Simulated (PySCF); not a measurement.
## Two-dimensional NMR puzzle

Compound of formula C$_{3}$H$_{13}$ClSi$_{4}$. Correlations simulated from computed shifts and the bond graph:

HSQC (one-bond C–H):
| δH | δC |
| --- | --- |
| 1.40 | 27.7 |
| 1.14 | 19.4 |

COSY cross peaks (H two or three bonds apart, from the bond graph; peaks can be absent where the dihedral angle is near 90°):
| δH | δH |
| --- | --- |
| 4.31 | 4.26 |
| 4.31 | 4.02 |
| 4.31 | 3.85 |
| 4.26 | 4.02 |
| 4.26 | 3.85 |
| 4.02 | 3.85 |
| 1.40 | 1.14 |

HMBC (two and three bonds, from the bond graph):
| δH | δC |
| --- | --- |
| 4.31 | 27.7 |
| 4.26 | 27.7 |
| 1.40 | 19.4 |
| 1.14 | 27.7, 19.4 |

- GFN2-xTB structure
- shieldings: GIAO PBE0/pcSseg-1
- program: PySCF
- non-relativistic, no solvent model, one conformer, one averaged value for each set of equivalent atoms

Scale: $^{1}$H and $^{13}$C against TMS (reference shieldings calculated alike).

Exchangeable hydrogens are left out of these lists.

Which molecule is this?

Results:

SMILES [SiH2]1[Si](C(C)C)(Cl)[SiH2][SiH2]1.

Numbering as in the mapped SMILES `[CH3:1][CH:2]([CH3:3])[Si:4]1([Cl:5])[SiH2:6][SiH2:7][SiH2:8]1` (H(Xn): hydrogen on atom n).

δC 27.7 is C2, an sp3 CH bonded to Si (δH 1.40). δC 19.4 is C1/C3, a methyl carbon (δH 1.14). COSY links 4.31–4.26, 4.31–4.02, 4.31–3.85, 4.26–4.02, 4.26–3.85, 4.02–3.85.

The data come from this structure; uniqueness wasn't tested.

Shifts are as computed. Against solution values, carbons near 30 ppm lie about +3 ppm off and those near 130 ppm about +5 ppm. Of 1211 compounds with measured shifts, 218 miss one by over three times the rms of a fit or turn the order of signals round; such compounds aren't used in these exercises.
